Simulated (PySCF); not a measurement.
**Stationary points of SbH5**

All numbers come from PySCF, BP86, basis Sb def2-TZVP with ECP28, H def2-TZVP (scalar-relativistic core potentials, no spin–orbit coupling, density fitting).

Relaxations began from a few typed shapes. The search is not exhaustive: other isomers or separated fragments can lie lower, and high-lying points may rest on an excited occupation.

Order these stationary points by electronic energy, lowest first, in kJ/mol from the lowest minimum.
A. singlet C4v: Sb–H 1.691 Å, Sb–H 1.770 Å (×4); H–Sb–H 87.9° (×4), H–Sb–H 101.1° (×4), H–Sb–H 157.7° (×2)
B. singlet D3h: Sb–H 1.729 Å (×3), Sb–H 1.786 Å (×2); H–Sb–H 90.0° (×6), H–Sb–H 120.0° (×3), H–Sb–H 180.0°

B (0.0), A (7.5).

Which of them are minima?

By energy in kJ/mol, 0.0: minimum; 7.5: saddle point, 1 imaginary mode.

Counting electrons, antimony keeps none of its valence electrons outside its bonds, so the VSEPR class is AX5 and the expected shape is trigonal bipyramidal (D3h), as computed.
